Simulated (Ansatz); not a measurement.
CdBr₂, relaxed as a triplet with UKS B3LYP-D4/def2-TZVP in Ansatz, starting from the B3LYP-D4/def2-TZVP geometry of the neutral singlet. Force threshold 0.02 eV/Å.

In the def2 sets Cd takes a core potential; there is no spin–orbit coupling. The relaxation made no stability test and no search for a lower SCF solution. At B3LYP-D4/def2-TZVP a singlet of charge 0 lies 2.53 eV below the triplet, each at its own geometry. The structure comes from a short search, and lower isomers may exist.

Start:

Cartesian coordinates in Å:
```
Cd -0.0012 0.0008 0.0004
Br 0.6863 1.8224 -1.4447
Br -0.6852 -1.8232 1.4443
```

```json
{"step": "1", "energy (eV)": "-144659.8138", "largest force component (eV/Å)": "2.149", "SCF passes": "18"}
{"step": "2", "energy (eV)": "-144660.5276", "largest force component (eV/Å)": "0.768", "SCF passes": "24"}
{"step": "3", "energy (eV)": "-144660.6856", "largest force component (eV/Å)": "0.268", "SCF passes": "24"}
{"step": "4", "energy (eV)": "-144660.7129", "largest force component (eV/Å)": "0.077", "SCF passes": "25"}
{"step": "5", "energy (eV)": "-144660.7162", "largest force component (eV/Å)": "0.014", "SCF passes": "27"}
{"step": "6", "energy (eV)": "-144660.7163", "largest force component (eV/Å)": "0.003", "SCF passes": "20"}
{"step": "7", "energy (eV)": "-144660.7163", "largest force component (eV/Å)": "0.004", "SCF passes": "19"}
{"step": "8", "energy (eV)": "-144660.7166", "largest force component (eV/Å)": "0.009", "SCF passes": "29"}
{"step": "9", "energy (eV)": "-144660.7176", "largest force component (eV/Å)": "0.017", "SCF passes": "31"}
{"step": "10", "energy (eV)": "-144660.7217", "largest force component (eV/Å)": "0.035", "SCF passes": "29"}
{"step": "11", "energy (eV)": "-144660.7442", "largest force component (eV/Å)": "0.085", "SCF passes": "28"}
{"step": "12", "energy (eV)": "-144660.7843", "largest force component (eV/Å)": "0.125", "SCF passes": "32"}
{"step": "13", "energy (eV)": "-144660.8289", "largest force component (eV/Å)": "0.145", "SCF passes": "29"}
{"step": "14", "energy (eV)": "-144660.9032", "largest force component (eV/Å)": "0.170", "SCF passes": "32"}
{"step": "15", "energy (eV)": "-144660.9963", "largest force component (eV/Å)": "0.210", "SCF passes": "32"}
{"step": "16", "energy (eV)": "-144661.1137", "largest force component (eV/Å)": "0.267", "SCF passes": "30"}
{"step": "17", "energy (eV)": "-144661.2620", "largest force component (eV/Å)": "0.327", "SCF passes": "28"}
{"step": "18", "energy (eV)": "-144661.4267", "largest force component (eV/Å)": "0.312", "SCF passes": "26"}
{"step": "19", "energy (eV)": "-144661.5097", "largest force component (eV/Å)": "0.136", "SCF passes": "25"}
{"step": "20", "energy (eV)": "-144661.5127", "largest force component (eV/Å)": "0.033", "SCF passes": "25"}
{"step": "21", "energy (eV)": "-144661.5131", "largest force component (eV/Å)": "0.020", "SCF passes": "26"}
{"step": "22", "energy (eV)": "-144661.5131", "largest force component (eV/Å)": "0.001", "SCF passes": "18"}
```

Force components are those of the run's own axes.

End:

Cartesian coordinates in Å:
```
Cd -1.209 0.823 0.465
Br 1.030 0.719 -1.128
Br 0.179 -1.542 0.663
```

By distances, no bond broke or formed. The bond that changes most is Cd1–Br3, from 2.42 to 2.75 Å (atoms count from 1).

The force fell under the threshold at step 5, but the optimiser went on and released 0.797 eV more. No frequencies were taken in this run, so the end may be a saddle point.

Run time 53 s (4 threads of Arm Neoverse V2 on a shared host).
